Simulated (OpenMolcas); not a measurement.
## Ir IV: from CASSCF to CASPT2

```
Program             : OpenMolcas
Basis               : ANO-RCC-VTZP [8s7p5d3f1g]
Scalar Hamiltonian  : DKH2, point nucleus
Active space        : 6 electrons in 5 orbitals (5d)
State averaging     : 2S+1 = 5 even, 5 roots; 2S+1 = 3 even, 45 roots kept (CI in the orbitals of an earlier block); 2S+1 = 1 even, 50 roots kept (CI in the orbitals of an earlier block)
Spin-orbit coupling : RASSI with atomic mean-field integrals over the reference wave functions, term energies averaged over their components
```

Methods on the same reference wave functions:
A. CASSCF
B. SS-CASPT2, IPEA 0.25 Eh, imaginary shift 0.1 Eh (closed shells correlated: 5s 5p)
C. MS-CASPT2, IPEA 0.25 Eh, imaginary shift 0.1 Eh (closed shells correlated: 5s 5p)

Energies in cm-1 above 5d6 5D4.

```json
{"Level": "5d6 5D4", "A": "0.0", "B": "0.0", "C": "0.0"}
{"Level": "5d6 5D3", "A": "5901", "B": "6080", "C": "6060"}
{"Level": "5d6 5D2 [64 %]", "A": "6292", "B": "5660", "C": "5660"}
{"Level": "5d6 5D1", "A": "9154", "B": "9050", "C": "9060"}
{"Level": "5d6 5D0", "A": "9635", "B": "9290", "C": "9340"}
{"Level": "5d6 3H6", "A": "21129", "B": "20100", "C": "20070"}
{"Level": "5d6 3F3(1) [50 %]", "A": "25305", "B": "22800", "C": "22810"}
{"Level": "5d6 3F2(1) [71 %]", "A": "26409", "B": "23900", "C": "23720"}
{"Level": "5d6 1S0(1) [55 %]", "A": "30843", "B": "27130", "C": "27200"}
{"Level": "5d6 3G4 [62 %]", "A": "32614", "B": "29820", "C": "29790"}
{"Level": "5d6 3D1 [62 %]", "A": "32769", "B": "28660", "C": "28530"}
{"Level": "5d6 3D2 [67 %]", "A": "34156", "B": "29720", "C": "29810"}
{"Level": "5d6 3D3", "A": "35974", "B": "31390", "C": "31300"}
{"Level": "5d6 1I6", "A": "36584", "B": "35000", "C": "34970"}
{"Level": "5d6 3P1(1) [63 %]", "A": "39028", "B": "36220", "C": "36080"}
{"Level": "5d6 3P0(2)", "A": "42850", "B": "36300", "C": "35930"}
{"Level": "5d6 1G4(1) [58 %]", "A": "43078", "B": "40190", "C": "39980"}
{"Level": "5d6 1F3 [63 %]", "A": "44115", "B": "38010", "C": "37980"}
{"Level": "5d6 1D2(1) [58 %]", "A": "46000", "B": "41590", "C": "41430"}
{"Level": "5d6 3P1(2)", "A": "51973", "B": "44950", "C": "45090"}
{"Level": "5d6 3F4(2)", "A": "55073", "B": "49010", "C": "49060"}
{"Level": "5d6 3F2(2)", "A": "55905", "B": "49600", "C": "49670"}
{"Level": "5d6 3F3(2) [60 %]", "A": "61516", "B": "55510", "C": "55540"}
{"Level": "5d6 3P2(2)", "A": "62020", "B": "55270", "C": "55270"}
```

Between B and C the level of the table that moves most is 5d6 3P0(2), by 370 cm-1 (lowest in C, highest in B). Moves below CASPT2's spread within the term are not significant.

From A to B the spin-free energies of the other terms of 5d6 shown, above 5D, scale by factors of 0.82 to 0.93, as is usual when dynamic correlation screens the repulsion within a d or f shell.

The lowest spin-free term lies below A's lowest term by 0.337 hartree in B, 0.337 hartree in C.

CASPT2 does not keep the components of a term degenerate, so their means are used; among the terms shown or strongly mixed into the levels shown the widest spread is 1400 cm-1 (5d6 1I, C). Terms from blocks run as CI alone lack orbitals of their own. Without dynamic correlation excited terms often stand tens of per cent too high (terms of higher spin than the ground term too low), and those without a measured partner can miss by more than the paired ones (holds for A). The CASPT2 spread within a term exceeds the gap to the next term for 5d6 1I and 5d6 1G(1), so the order of their levels is uncertain (holds for B; C). Only configurations of the active space appear. Levels that lie high or do not pair safely by name in every column are left out.

A share in square brackets marks a mixed level and gives the weight of the term that names it, the lowest over the columns. A number in round brackets counts repeated terms of one configuration in the order of the reference energies.
